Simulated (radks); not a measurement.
Neutral lanthanum inside a hard spherical wall (all orbitals vanish at R), configuration held at [Xe] 5d1 6s2 and not refilled when levels cross. All-electron calculation, scalar-relativistic Kohn-Sham, r2SCAN, spin-polarised, spherical densities, finite nucleus; open shells are filled with parallel spins first (spin-orbit coupling, left out, can overturn this in heavy ions); meta-GGA in the generalised Kohn-Sham scheme; Fermi nuclear charge, rms radius 4.855 fm. Program: a radial shooting solver on a logarithmic mesh with Libxc functionals. Eigenvalues in eV for spin up, with the zero of energy where the potential of the charges vanishes at infinity; a dash marks a level that is unbound or too diffuse for the functional's potential to be trusted. A positive occupied level is held by the wall or, in an anion where self-interaction has pushed it up, behind a barrier. The pressure on the wall is -dE/dV.

R (bohr)  E (hartree)  kinetic (hartree)    e(5s)    e(5p)   e(6s)   e(5d)  e(6p, empty)  e(7s, empty)  pressure (GPa)
free       -8493.9601           8984.409  -40.249  -23.409  -3.916  -3.333        -1.319             -               0
20         -8493.9601           8984.409  -40.249  -23.409  -3.916  -3.333        -1.318         0.282        < 0.0001
12         -8493.9595           8984.415  -40.201  -23.362  -3.881  -3.291        -1.230         1.939         0.00949
10         -8493.9560           8984.444  -40.018  -23.183  -3.741  -3.138        -0.961         3.704          0.0930
8          -8493.9331           8984.582  -39.331  -22.516  -3.132  -2.567         0.086         8.085           0.921
5          -8493.5055           8986.301  -34.941  -18.406   3.974   1.748        10.623        38.200            43.9
3.5        -8491.3392           8994.412  -25.734   -9.161  30.527  14.254        43.949        112.78             685
2.5        -8481.7186           9026.307   -1.208   19.117  115.49  52.808        139.34        298.09            8060
2          -8462.4498           9084.254   40.330   67.810  247.28  114.74        280.23        553.70           38200
1.5        -8394.4265           9275.968   182.34   226.59  611.67  294.55        656.76        1200.3          269000
